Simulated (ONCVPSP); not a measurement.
# Transferability test, ONCV potential for neodymium

* Element: neodymium
* Generator: ONCVPSP 4.0.1
* Type: optimised norm-conserving Vanderbilt (ONCV)
* Functional: PBE
* Relativity: scalar-relativistic
* Frozen core: [Kr] 4d10 4f3
* Valence charge: 11
* Reference configuration: 5s2 5p6 5d1 6s2
* Partial waves: 5s+6s: rc 2.05 bohr, ncon 4, nbas 8, qcut 5.3 1/bohr, 2 projectors; 5p: rc 1.70 bohr, ncon 4, nbas 9, qcut 5.7 1/bohr, 1 projector; 5d: rc 3.16 bohr, ncon 4, nbas 9, qcut 6.1 1/bohr, 3 projectors, debl 3.6 Ha
* Local potential: polynomial inside 1.55 bohr (lpopt 4, dvloc0 1 Ha)
* Core correction: Teter function fitted to the true core (icmod 2), fcfact 0.25

Energies are relative to the spin-unpolarised reference configuration 5s2 5p6 5d1 6s2; without spin polarisation the order of configurations can differ from experiment.

Give the all-electron excitation energy and the error of the potential for: 5s2 5p6 5d1 6s1; 5s2 5p6 5d1 6s0; 5s2 5p6 5d0 6s0; 5s2 5p6 5d1 6s1 6p1.

```
valence configuration  charge  ΔE all-electron (eV)  error AE − PS (meV)
      5s2 5p6 5d1 6s1      +1                 6.265                 -0.7
      5s2 5p6 5d1 6s0      +2                17.699                 +2.7
      5s2 5p6 5d0 6s0      +3                37.197                  -47
  5s2 5p6 5d1 6s1 6p1       0                 2.588                  +18
```
